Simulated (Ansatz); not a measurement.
The first iterations of a band of CH4B2ClF (9 atoms, charge 0, multiplicity 1).

All numbers below come from Ansatz, UKS PBE0-D4/def2-SVP.

```json
{
  "movable images": "5",
  "climbing image": "yes",
  "spring": "5.0 eV/Å²",
  "optimiser": "quadratic models (default)",
  "start path": "through a guess of the saddle point",
  "force threshold": "0.05 eV/Å",
  "iteration limit": "60",
  "end points": "relaxed"
}
```

First end point:

```xyz
9
Properties=species:S:1:pos:R:3
C 1.192 -0.378 0.413
B 0.125 0.470 -0.359
F 0.562 1.436 -1.175
B -1.559 0.246 -0.190
Cl -2.339 -0.934 -1.229
H 1.383 0.139 1.372
H 0.853 -1.393 0.666
H 2.153 -0.428 -0.123
H -2.282 0.796 0.607
```

Last end point:

```xyz
9
Properties=species:S:1:pos:R:3
C 1.193 -0.345 0.428
B 0.140 0.448 -0.415
F 0.579 1.206 -1.425
B -1.544 0.337 -0.151
Cl -2.397 -1.054 -0.796
H 0.933 -0.415 1.496
H 1.187 -1.384 0.047
H 2.216 0.046 0.319
H -2.219 1.114 0.482
```

| iteration | highest image above the first end (eV) | largest band force component (eV/Å) |
| --- | --- | --- |
| 1 | 4.846 | 10.249 |
| 2 | 3.130 | 4.000 |
| 3 | 1.995 | 3.100 |
| 4 | 1.214 | 1.930 |
| 5 | 0.666 | 1.329 |
| 6 | 0.377 | 0.922 |
| 7 | 0.261 | 0.916 |
| 8 | 0.187 | 0.930 |

**Question.** Does the band converge within its limit, and where does its top end?

**Answer.** It converged. It ended after 24 iterations with the highest image 0.000 eV above the first end. The highest image is an end point: on this band no image between the ends rises above it.

Run time: 11 min on 2 threads of Arm Neoverse N1, with other jobs on the host, peak memory 0.28 GiB.
